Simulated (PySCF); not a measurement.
## Ag⁺ (silver, charge +1) across methods

[Kr] 4d10, closed-shell 1S. Computed with PySCF 2.14 in aug-cc-pwCVQZ-PP with ECP28MDF (9s9p8d5f4g3h, 180 functions), with a scalar-relativistic core potential.

```json
{"method": "PW91", "E (hartree)": "-146.6991", "mean ε 4s (eV)": "-106.03", "mean ε 4p (eV)": "-68.654", "mean ε 4d (eV)": "-15.619", "Σ⟨r²⟩ (bohr²)": "32.69", "⟨S²⟩": "0.000"}
{"method": "r2SCAN", "E (hartree)": "-146.6697", "mean ε 4s (eV)": "-108.71", "mean ε 4p (eV)": "-70.415", "mean ε 4d (eV)": "-15.673", "Σ⟨r²⟩ (bohr²)": "32.29", "⟨S²⟩": "0.000"}
{"method": "PBE", "E (hartree)": "-146.6331", "mean ε 4s (eV)": "-105.92", "mean ε 4p (eV)": "-68.558", "mean ε 4d (eV)": "-15.539", "Σ⟨r²⟩ (bohr²)": "32.69", "⟨S²⟩": "0.000"}
{"method": "BHandHLYP", "E (hartree)": "-146.5467", "mean ε 4s (eV)": "-116.81", "mean ε 4p (eV)": "-77.025", "mean ε 4d (eV)": "-19.169", "Σ⟨r²⟩ (bohr²)": "32.17", "⟨S²⟩": "0.000"}
{"method": "LDA", "E (hartree)": "-146.3455", "mean ε 4s (eV)": "-105.99", "mean ε 4p (eV)": "-68.651", "mean ε 4d (eV)": "-15.828", "Σ⟨r²⟩ (bohr²)": "32.85", "⟨S²⟩": "0.000"}
{"method": "UHF", "E (hartree)": "-145.82185", "mean ε 4s (eV)": "-126.63", "mean ε 4p (eV)": "-84.525", "mean ε 4d (eV)": "-21.975", "Σ⟨r²⟩ (bohr²)": "31.71", "⟨S²⟩": "0.000"}
```

Question: Estimate the same row for PBE0.

Answer: E (hartree) = -146.6259; mean ε 4s (eV) = -111.32; mean ε 4p (eV) = -72.765; mean ε 4d (eV) = -17.358; Σ⟨r²⟩ (bohr²) = 32.31; ⟨S²⟩ = 0.000.

Energies and moments cover only the electrons outside the core potential.
